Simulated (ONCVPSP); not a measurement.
## mercury (Hg): excitation energies, all-electron against ONCV

```json
{"Element": "mercury", "Generator": "ONCVPSP 4.0.1", "Type": "optimised norm-conserving Vanderbilt (ONCV)", "Functional": "PBE", "Relativity": "fully relativistic", "Frozen core": "[Kr] 4d10 4f14", "Valence charge": "20", "Reference configuration": "5s2 5p6 5d10 6s2", "Partial waves": "5s+6s: rc 1.65 bohr, ncon 4, nbas 8, qcut 8 1/bohr, 2 projectors; 5p: rc 1.05 bohr, ncon 4, nbas 9, qcut 9.4 1/bohr, 3 projectors, debl 3.8 Ha; 5d: rc 2.00 bohr, ncon 4, nbas 9, qcut 7.5 1/bohr, 2 projectors, debl 2.1 Ha", "Local potential": "polynomial inside 1.00 bohr (lpopt 5, dvloc0 0 Ha)", "Core correction": "none"}
```

Open shells are filled in proportion to 2j + 1.

Energies are relative to the spin-unpolarised reference configuration 5s2 5p6 5d10 6s2; without spin polarisation the order of configurations can differ from experiment.

| valence configuration | charge | ΔE all-electron (eV) | error AE − PS (meV) |
| --- | --- | --- | --- |
| 5s2 5p6 5d10 6s1 | +1 | 10.701 | -0.4 |
| 5s2 5p6 5d10 6s0 | +2 | 29.686 | -3.0 |

Task: What are ΔE and the potential's error for 5s1 5p6 5d10 6s2?

Result: ΔE = 125.319 eV all-electron; the error (AE − PS) is -405 meV.

Task: What are ΔE and the potential's error for 5s2 5p6 5d9 6s0?

Result: ΔE = 65.217 eV all-electron; the error (AE − PS) is -1.0 meV.

Levels in the configuration 5s2 5p6 5d10 6s1:

```
   level  all-electron (eV)  pseudo (eV)
5s j=1/2           -126.948     -126.975
5p j=3/2            -70.710      -70.719
5p j=1/2            -88.957      -88.972
5d j=5/2            -18.115      -18.114
5d j=3/2            -19.988      -19.988
6s j=1/2            -14.719      -14.721
```

Note: ghosts flagged at negative energy: p3/2 at -438.1 eV, d3/2 at -704.5 eV; GHOST(+) flagged for s at 69.8 eV. A true bound ghost makes a file unfit for plane-wave use.
